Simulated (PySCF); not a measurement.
Species: C6H7O2 (doublet state).
Geometry (GFN2-xTB, Å), atoms numbered from 1 in this order:
```
atom  x, y, z in Å
C1     2.4269    0.2823   -0.0190
O2     1.3393   -0.0618    0.8042
C3     0.0891   -0.0577    0.2549
C4    -0.2170    0.2422   -1.0053
O5    -1.4789    0.2400   -1.5383
C6    -2.4954   -0.1105   -0.6565
C7    -2.2505   -0.4122    0.5859
C8    -0.9658   -0.4517    1.2875
H9     3.3101    0.2136    0.6137
H10    2.3301    1.3029   -0.4024
H11    2.5255   -0.4103   -0.8608
H12    0.5065    0.5235   -1.7544
H13   -3.4569   -0.0918   -1.1406
H14   -0.9305    0.2493    2.1296
H15   -0.7370   -1.4496    1.6795
```

The hyperfine couplings belong to this conformer and change with its torsions.

Identity: `O1C=C(C[C]=C1)OC` [radical].

Theory: PySCF, UKS B3LYP, pcH-1 on C H O, non-relativistic, mean-field spin-orbit, GIAO. Geometry: GFN2-xTB, one conformer, isolated molecule. GFN2-xTB frequencies show an imaginary mode (46i cm⁻¹), so this geometry is no minimum at that level. A GFN2-xTB geometry isn't a minimum of the functional, and hyperfine couplings can be far from their values at a DFT geometry. The SCF solution wasn't tested for stability.

Task: Match the computed a_iso(13C) values +392.5, +64.5, +50.5, +15.0, -4.4, +3.5 MHz with the sites C1; C3; C4; C6; C7; C8.

Result: 
| site | a_iso (MHz) | ρ(0) (bohr⁻³) | position | distance from C7 (Å) | spin population | largest \|T\| (MHz) |
| --- | --- | --- | --- | --- | --- | --- |
| C1 | +3.5 | +0.0031 | 4 bonds from C7 | 4.77 | +0.01 | 1.5 |
| C3 | +64.5 | +0.0574 | 2 bonds from C7 | 2.39 | +0.05 | 10.9 |
| C4 | -4.4 | -0.0039 | 3 bonds from C7 | 2.66 | 0.00 | 1.8 |
| C6 | +50.5 | +0.0449 | 1 bond from C7 | 1.30 | -0.11 | 18.1 |
| C7 | +392.5 | +0.3492 | largest spin population | 0.00 | +1.01 | 136.1 |
| C8 | +15.0 | +0.0133 | 1 bond from C7 | 1.46 | -0.03 | 11.0 |

Task: The isotropic 17O couplings are -18.5, -12.0 MHz. Assign them to O2; O5.

Result: 
```
site  a_iso (MHz)  ρ(0) (bohr⁻³)         position  distance from C7 (Å)  spin population  largest |T| (MHz)
  O2        -18.5        +0.0305  3 bonds from C7                  3.61             0.00                2.4
  O5        -12.0        +0.0198  2 bonds from C7                  2.35            +0.05               27.6
```

Task: The isotropic 1H couplings, averaged over equivalent nuclei, are +44.7, +19.4, +9.1, -0.2 MHz. Assign them to H9/H10/H11; H12; H13; H14/H15.

Result: 
```
      site  a_iso (MHz)  ρ(0) (bohr⁻³)                                         position  distance from C7 (Å)  bound to  spin population there  largest |T| (MHz)
H9/H10/H11         -0.2         0.0000                                  5 bonds from C7                  5.19        C1                  +0.01                1.3
       H12         +9.1        +0.0020                                  4 bonds from C7                  3.74        C4                   0.00                2.4
       H13        +44.7        +0.0100  2 bonds from C7, on C6 of spin population -0.11                  2.13        C6                  -0.11               10.6
   H14/H15        +19.4        +0.0043                                  2 bonds from C7                  2.14        C8                  -0.03               11.7
```

ρ(0) is the spin density at the nucleus and T the dipolar tensor; entries for several nuclei are means. The largest Mulliken spin populations are on C7 (+1.01) and C6 (-0.11). No atom but C7 exceeds +0.15. The positive populations add up to 1.15 and the negative ones to -0.15, together 2S = 1.

Means are taken over nuclei equivalent by connectivity, which assumes that they swap fast.

On one thread of an Arm Neoverse V1, shared host with 32 logical CPUs at a one-minute load of 31, this took 89 s wall (with the writing of density and orbital grids) and 0.97 GiB of memory at its peak.
